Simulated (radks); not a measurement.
Values are calculated unless marked as measured or tabulated.
Q: Spherical quantum dot in the effective-mass picture: electrons in a hard-walled sphere of radius 1.57, with a point charge +2 (a donor) at the centre, all in effective atomic units (hartree* = m*/eps^2 hartree, bohr* = eps/m* bohr), one dielectric constant everywhere. Level of theory: non-relativistic Kohn-Sham, PBE, spin-polarised, spherical densities (a radial shooting solver with Libxc functionals). Levels are named by radial order and angular momentum (1s, 1p, 1d, 2s, ...), and open shells are averaged over m. Results are scaled to m* = 0.179 and eps = 10.8, for which hartree* = 41.76 meV and bohr* = 3.193 nm. At N = 11 the configuration is 1s2 1p6 1d(up 3, down 0). Does electron 12 go into 2s up or 1d up or 2s down?

A: Into 1d up. The total energies of the other choices lie higher by 6.83 meV (2s up), 10.4 meV (2s down).
